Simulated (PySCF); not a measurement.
Species: CH6F2OSi2.
Numbering: `[F:1][CH:2]([F:3])[SiH2:4][O:5][SiH3:6]` (hydrogens: H7 on C2; H8, H9 on Si4; H10, H11, H12 on Si6)

Method used: PBE0-D3(BJ)/def2-SVP geometry optimisation, gas phase (PySCF).

(1) List the bond lengths, angles and torsions at this level.

Answers

(1) 
| bond | length (pm) |
| --- | --- |
| F1–C2, C2–F3 | 136.2 |
| C2–Si4 | 191.6 |
| Si4–O5 | 165.2 |
| O5–Si6 | 166.4 |
| C2–H7 | 110.6 |
| Si4–H8, Si4–H9 | 148.9 |
| Si6–H10, Si6–H11, Si6–H12 | 149.1 |

Bonds in one row agree within 1 pm and their mean is given. A selection of angles:
| angle | degrees |
| --- | --- |
| F1–C2–F3 | 108.3 |
| F1–C2–Si4 | 108.8 |
| F1–C2–H7 | 107.4 |
| Si4–C2–H7 | 115.2 |
| C2–Si4–O5 | 108.0 |
| C2–Si4–H8 | 107.1 |
| C2–Si4–H9 | 109.3 |
| O5–Si4–H8 | 111.8 |
| O5–Si4–H9 | 109.3 |
| H8–Si4–H9 | 111.3 |
| Si4–O5–Si6 | 144.0 |
| O5–Si6–H10 | 109.9 |
| O5–Si6–H12 | 107.8 |
| H10–Si6–H11 | 109.4 |

Torsions: F1–C2–Si4–O5 58° (synclinal); C2–Si4–O5–Si6 -64° (synclinal). The mirror-image conformer, all signs reversed, is as good.

Si6 (oxygen-bound silicon) is tetrahedral (angles from 107.8° to 110.3°). Si4 (oxygen-bound silicon) is tetrahedral (angles from 107.1° to 111.8°). Of the pairs four or more bonds apart, F1···Si6 is among the closest relative to their van der Waals radii: 3.68 Å, 103 % of the sum of Bondi's values.

Point group: C1 (no symmetry element, even within 0.4 Å). PBE0-D3(BJ)/def2-SVP frequencies: not computed here. One conformer, not necessarily the lowest.
